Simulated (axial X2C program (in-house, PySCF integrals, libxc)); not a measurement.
# RhSi⁺: bond constants with and without spin–orbit coupling

Computed with an axial X2C code built on PySCF integrals. Spin-free means the one-electron spin-free X2C Hamiltonian; two-component (2c) means X2C with spin–orbit coupling and atomic mean-field two-electron Coulomb and Gaunt terms, so the difference of the two also holds small scalar two-electron terms. Basis: Rh dyall-cv3z [12s12p8d5f3g], Si dyall-v3z [8s7p2d1f] (cores contracted in-house); Gaussian nuclei, density fitting, unrestricted open shells. Masses: Rh 102.906 u, Si 27.977 u.

State, spin-free: M_S = 0, Λ = 0 (closed shell); electrons by block: σα: 13, σβ: 13, π+α: 6, π+β: 6, π-α: 6, π-β: 6, δ+α: 2, δ+β: 2, δ-α: 2, δ-β: 2. Fragments: Rh+ + Si.

State, 2c: Ω = 0 (closed shell); electrons by block: 1/2: 19, -1/2: 19, 3/2: 8, -3/2: 8, 5/2: 2, -5/2: 2. Fragments: Rh+ + Si.

```json
{"Hamiltonian": "spin-free", "level": "PBE0", "Re (Å)": "2.014", "ωe (cm⁻¹)": "557.6", "ωexe (cm⁻¹)": "1.77", "Be (cm⁻¹)": "0.1889", "De (eV)": "4.36", "D0 (eV)": "4.32", "k (mdyn/Å)": "4.03", "μ (D)": "2.29"}
{"Hamiltonian": "spin-free", "level": "TPSSh", "Re (Å)": "2.030", "ωe (cm⁻¹)": "544.4", "ωexe (cm⁻¹)": "1.7", "Be (cm⁻¹)": "0.1859", "De (eV)": "4.70", "D0 (eV)": "4.67", "k (mdyn/Å)": "3.84", "μ (D)": "2.08"}
{"Hamiltonian": "2c", "level": "PBE0", "Re (Å)": "2.015", "ωe (cm⁻¹)": "555.6", "ωexe (cm⁻¹)": "1.8", "Be (cm⁻¹)": "0.1887", "De (eV)": "n/a", "D0 (eV)": "n/a", "k (mdyn/Å)": "4", "μ (D)": "2.29"}
{"Hamiltonian": "2c", "level": "TPSSh", "Re (Å)": "2.031", "ωe (cm⁻¹)": "543.0", "ωexe (cm⁻¹)": "1.72", "Be (cm⁻¹)": "0.1858", "De (eV)": "n/a", "D0 (eV)": "n/a", "k (mdyn/Å)": "3.82", "μ (D)": "2.08"}
```

Dipoles are positive if Si is the positive end and refer to the centre of mass.

The state is a single determinant with fixed occupations, the lowest that a limited PBE0 search found. The closed shell is kept restricted, so the energy runs too high when the bond is stretched far. Dissociation energies refer to the lowest single-determinant-based atoms at the same level and basis. De is not given where an atomic determinant may have missed its ground term or J level, or where the truncated virtual space spoils (T). Without a current term, density functionals place determinants with orbital angular momentum somewhat too high.

No reliable constants came from CCSD (2c), CCSD (spin-free), CCSD(T) (2c), CCSD(T) (spin-free), HF (2c), HF (spin-free), MP2 (2c), MP2 (spin-free): no minimum in range, unconverged points, a curve that is not smooth, a change of character along it, or the two Hamiltonians disagreeing along it.

Rough cost a point (2c) on 1 thread(s) of a shared host, integrals apart: PBE0 0.9 s, TPSSh 1.5 s.

The whole task took 3.5 min on 1 thread of Arm Neoverse V2 (shared host).
